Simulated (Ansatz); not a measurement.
Cost and result up the ladder for B6N6H18, a cluster cut from wurtzite BN (hydrogen-capped) (30 atoms). The state is a singlet with charge 0. Geometry: r2SCAN-D4/def2-SVP.

```tsv
atom	x (Å)	y (Å)	z (Å)
N1	1.924	-0.205	-0.413
B2	0.801	-0.111	-1.532
B3	0.041	-2.008	0.110
N4	-0.331	-1.111	-1.152
N5	0.206	1.357	-1.426
B6	-1.736	-0.392	-0.937
B7	1.373	0.043	1.055
N8	0.212	-0.965	1.302
N9	0.752	1.503	1.044
B10	-0.427	1.679	-0.005
B11	-1.171	-0.241	1.617
N12	-1.496	0.588	0.296
H13	2.224	-1.190	-0.421
H14	2.752	0.353	-0.629
H15	1.288	-0.293	-2.639
H16	1.117	-2.599	-0.092
H17	-0.841	-2.810	0.353
H18	-0.466	-1.761	-1.926
H19	0.856	2.076	-1.746
H20	-0.590	1.368	-2.079
H21	-2.034	0.266	-1.949
H22	-2.609	-1.203	-0.688
H23	2.285	-0.025	1.868
H24	0.431	-1.520	2.129
H25	1.458	2.238	0.978
H26	0.304	1.608	1.965
H27	-0.851	2.825	0.020
H28	-2.047	-1.052	1.852
H29	-1.033	0.536	2.580
H30	-2.391	1.045	0.467
```

Ansatz on 2 threads of AMD EPYC 7R13 on a shared host and a share (18 GiB) of an NVIDIA H100 80GB HBM3. Times are rough, and most runs start from the orbitals of an earlier one. PBE0-D4/def2-TZVP serves as the yardstick here, not as an exact answer. Differences are given only for rows in sets of like size (and for xTB, whose basis is part of the method), since another set adds its own error. Binding counts from free atoms at the same level (N quartet, B doublet, H doublet; other spins of the atoms weren't run), without zero-point energy or a counterpoise term.

LC-ωPBE has ω = 0.4 bohr⁻¹. B3LYP takes the VWN-RPA correlation. Correlated methods freeze 12 core orbitals. The rows differ in basis, and correlated rows in double-zeta sets carry the largest basis error. Single mean-field runs in def2-TZVP are fitted with def2-universal-jkfit.

Correlated methods converge slowly with the basis, most of all in double-zeta sets.

```tsv
level	functions	wall time	binding energy per atom (eV)	difference from PBE0-D4/def2-TZVP (eV)
PBE0-D4/def2-TZVP (with forces)	480	6.5 s	4.05	0.00
HF/def2-TZVP	480	8 s	2.90	-1.15
PBE-D4/def2-TZVP	480	9.5 s	4.11	0.06
B3LYP-D4/def2-TZVP	480	10 s	4.04	-0.01
LC-ωPBE/def2-TZVP (with forces)	480	12 s	4.02	-0.03
r2SCAN-D4/def2-TZVP	480	12 s	4.02	-0.03
B3LYP-D4/6-31G	144	12 s	3.96	–
HF/STO-3G	78	13 s	3.77	–
HF/6-31G	144	13 s	2.76	–
PBE0-D4/def2-SVP	258	13 s	4.11	–
MP2/def2-TZVP	480	14 s	3.92	-0.12
PBE-D4/def2-SVP	258	14 s	4.16	–
CCSD(T)/def2-SVP	258	19 s	3.83	–
```
